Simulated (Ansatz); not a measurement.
Na2Br3, relaxed as a doublet with UKS PBE0-D4/def2-SVP in Ansatz, starting from the GFN1-xTB geometry. Force threshold 0.02 eV/Å.

The relaxation made no stability test and no search for a lower SCF solution. The structure comes from a short search, and lower isomers may exist.

Start:

```tsv
atom	x (Å)	y (Å)	z (Å)
Na1	1.103	-0.080	-1.184
Na2	-1.165	0.191	1.105
Br3	-0.728	1.943	-0.931
Br4	-0.744	-1.982	-0.508
Br5	1.534	-0.072	1.519
```

```
step   energy (eV)  largest force component (eV/Å)  SCF passes
   1  -218918.4926                           0.277          23
   2  -218918.6907                           0.403          42
   3  -218918.9219                           0.276          28
   4  -218918.9426                           0.514          19
   5  -218918.9784                           0.044          21
   6  -218918.9788                           0.028          22
   7  -218918.9792                           0.014          21
```

Force components are those of the run's own axes.

End:

```
atom    x (Å)    y (Å)    z (Å)
 Na1   1.0261   0.1537  -1.2910
 Na2  -1.2443   0.4173   1.0102
 Br3  -0.8013   2.0941  -1.0304
 Br4  -0.4139  -2.0917  -0.1688
 Br5   1.4334  -0.5734   1.4799
```

By distances, no bond broke or formed. The bond that changes most is Na1–Br4, from 2.74 to 2.89 Å (atoms count from 1). The end is the same structure that another start reached, the lowest one found.

No frequencies were taken in this run, so the end may be a saddle point.

Run time 20 s (4 threads of Intel Xeon Platinum 8488C on a shared host), peak host memory 0.63 GiB.
